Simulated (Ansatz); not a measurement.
FH4IOSi2 (`O[SiH](F)[SiH2]I`). The species carries charge 0 and has multiplicity 1. I: def2 effective core potential. Geometry: relaxed with PBE0-D4/def2-TZVP. It is one conformer, not always the lowest.

```xyz
9

O     0.718    0.333   -1.821
Si    1.093    0.120   -0.249
F     1.811   -1.287   -0.006
Si   -0.888    0.084    1.013
I    -2.489   -1.078   -0.452
H    -0.070   -0.113   -2.147
H     2.065    1.179    0.100
H    -0.804   -0.675    2.285
H    -1.437    1.438    1.277
```

(1) What is the dipole moment at r2SCAN/def2-TZVPP? (An estimate is asked.)

(2) And with PBE, B3LYP, ωB97M-V? (An estimate is asked.)

(3) Give the Mulliken charges with r2SCAN, ωB97M-V, PBE in def2-TZVPP. (Estimate.)

Results:

(1) The calculation gave: 1.24 D, with components (-0.71, 0.80, 0.63) D in this frame, pointing from negative to positive charge.

(2) Ansatz gave: PBE 1.19 D, B3LYP 1.34 D, ωB97M-V 1.32 D.

(3) Computed: 
```csv
atom,r2SCAN,ωB97M-V,PBE
O1,-0.39,-0.36,-0.33
Si2,0.67,0.60,0.58
F3,-0.31,-0.30,-0.27
Si4,0.20,0.06,0.11
I5,-0.18,-0.16,-0.15
H6,0.21,0.19,0.20
H7,-0.09,-0.04,-0.08
H8,-0.05,0.01,-0.03
H9,-0.06,0.00,-0.03
```

B3LYP here is the variant with VWN-RPA as its local correlation; programs differ in this.
